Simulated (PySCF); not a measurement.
**Radial density of C⁺ (carbon, charge +1)**

M06-L, [He] 2s2 2p1, 2P determinant. Computed with PySCF 2.14 in dyall-av3z, with the non-relativistic Hamiltonian (point nucleus).

```csv
r (bohr),4πr²ρ (e/bohr),4πr²(ρα − ρβ)
0.00362,0.02001,0.0000
0.00608,0.05503,0.0000
0.0102,0.1483,0.0001
0.0172,0.3867,0.0003
0.0289,0.9547,0.0009
0.0487,2.146,0.0019
0.0819,4.096,0.0041
0.138,5.988,0.0124
0.232,5.736,0.0466
0.390,2.841,0.1699
0.655,1.392,0.4555
1.10,2.096,0.6650
1.85,1.216,0.3636
3.12,0.1261,0.0428
5.25,0.001028,0.0005
```
